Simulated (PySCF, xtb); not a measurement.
CH8FNSi2, SMILES F[SiH2]N([SiH3])C. One conformer was computed; it need not be the lowest.

Harmonic wavenumbers (cm⁻¹) from GFN2-xTB (xtb) at its own minimum, in rising order: 42, 87, 133, 177, 216, 242, 324, 531, 558, 571, 588, 622, 737, 751, 766, 795, 812, 820, 962, 1100, 1150, 1188, 1432, 1497, 1504, 2192, 2234, 2286, 2300, 2384, 2928, 2985, 3019.

Task: What does B3LYP-D3(BJ)/def2-SVP run with PySCF 2.14.0 give at its own minimum? (An estimate is asked for; the answer gives what the named calculation found.)

Result: 57, 103, 133, 160, 228, 277, 341, 561, 636, 711, 736, 796, 857, 928, 934, 948, 961, 974, 1005, 1132, 1139, 1216, 1452, 1471, 1487, 2203, 2214, 2251, 2256, 2281, 3000, 3068, 3096. Paired by order, the mean absolute difference is 68 cm⁻¹ and the zero-point energies are 54.2 and 56.6 kcal/mol.
